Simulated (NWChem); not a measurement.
AlBrF$_{2}$; SMILES [F][Al]([Br])[F]

Results from NWChem. Geometry: optimised at PBE-D3(BJ)/def2-SVP.

Diagonal of the polarisability tensor at B3LYP/aug-cc-pVDZ, 589 nm: 36.97, 53.27, 40.08 bohr³.

### Question
Find the mean polarisability volume, the molar refraction, and the refractive index that an ideal gas of it would have at 273.15 K and 1 atm.

### Answer

1. Mean: one third of the trace = 43.44 bohr³ × 0.14818 Å³/bohr³ = 6.44 Å³.
2. Molar refraction (Lorentz-Lorenz): (4π/3) N_A α = 16.2 cm³/mol.
3. Number density p/kT = 2.687 × 10⁻⁵ Å⁻³; n − 1 = 2π N α = 10.87 × 10⁻⁴.
